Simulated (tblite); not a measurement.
Species: C₄H₁₀ClSi (doublet state).
Structure used (GFN2-xTB), in Å, numbered top down from 1:
```xyz
16
C4H10ClSi angstrom
C     -0.956    1.161    0.832
C     -0.456    0.270   -0.247
Si    -1.522   -1.088   -0.929
C      0.986    0.381   -0.597
C      1.904   -0.173    0.499
Cl     1.643   -1.924    0.713
H     -2.014    1.381    0.693
H     -0.864    0.676    1.809
H     -0.399    2.098    0.877
H     -0.889   -1.592   -2.149
H     -1.706   -2.195    0.019
H     -2.847   -0.527   -1.226
H      1.194   -0.152   -1.526
H      1.266    1.434   -0.729
H      2.953   -0.040    0.235
H      1.700    0.298    1.460
```

All values are computed: GFN2-xTB (tblite) harmonic vibrations without scaling, gas phase. This tight-binding method is rough: wavenumbers can miss measured ones by several per cent, in bad cases by 10 to 20. Modes of hydrogen on silicon can be 10 to 20 % off. One conformer, not necessarily the lowest. Open shells enter through the occupations alone, without spin polarisation, and single modes of such species can be off by tens of per cent.

Harmonic wavenumbers (cm⁻¹): 28.7, 70.5, 82.7, 99.1, 188.9, 245.6, 262.4, 370.1, 434.9, 531.8, 561.0, 638.1, 676.2, 766.0, 799.3, 813.6, 861.5, 945.2, 970.6, 996.1, 1009.4, 1105.6, 1150.6, 1229.8, 1244.8, 1268.5, 1310.5, 1393.2, 1431.9, 1460.8, 1473.8, 1482.4, 2188.4, 2214.9, 2250.0, 2898.7, 2912.2, 2975.4, 2982.5, 2986.0, 2994.4, 3013.6.

A = 2867, B = 1484, C = 1165 MHz; mass 121.024 u (most abundant isotopes); point group C1, symmetry number 1; spin multiplicity 2.

Problem. What is the zero-point energy?

Solution. Half the sum of the wavenumbers: 26660 cm⁻¹ = 76.22 kcal/mol.

Problem. What is S at 298.15 K and 1 bar for an ideal gas of classical rigid rotors and harmonic oscillators?

Solution. Translation 40.31, rotation 28.56, vibration 28.28, spin (R ln 2) 1.38: S = 98.5 cal/(mol K).

Problem. And Cp and H(298.15 K) − H(0)?

Solution. Cp = 34.03 cal/(mol K), of which vibrations give 26.08 (their classical limit is 42 R = 83.5); H(298.15 K) − H(0) = 6.50 kcal/mol without the zero-point energy, 4.13 from vibrations.

Problem. How do the functions run with temperature in this model?

Solution. 
```csv
T (K),S (cal/(mol K)),Cp (cal/(mol K)),H − H(0) (kcal/mol),G − H(0) (kcal/mol),ln q(vib)
150,79.8,22.0,2.36,-9.61,3.65
250,92.9,30.0,4.95,-18.27,6.13
400,109.7,42.1,10.38,-33.49,9.61
600,129.2,54.5,20.11,-57.43,14.02
900,153.9,66.7,38.45,-100.02,20.15
```

q(vib) and H(0) count from the zero-point level.

Problem. Which modes carry the vibrational entropy at 298.15 K?

Solution. 28.7 cm⁻¹: 5.92; 70.5 cm⁻¹: 4.14; 82.7 cm⁻¹: 3.83; 99.1 cm⁻¹: 3.47; 188.9 cm⁻¹: 2.24; 245.6 cm⁻¹: 1.76 cal/(mol K); the other 36 give 6.92 together.

Hindered rotation and anharmonicity are outside this model. Other conformers, if any are populated, would add a mixing term that is left out. The structure is chiral; the term R ln 2 for an equal mix with its mirror image is left out.
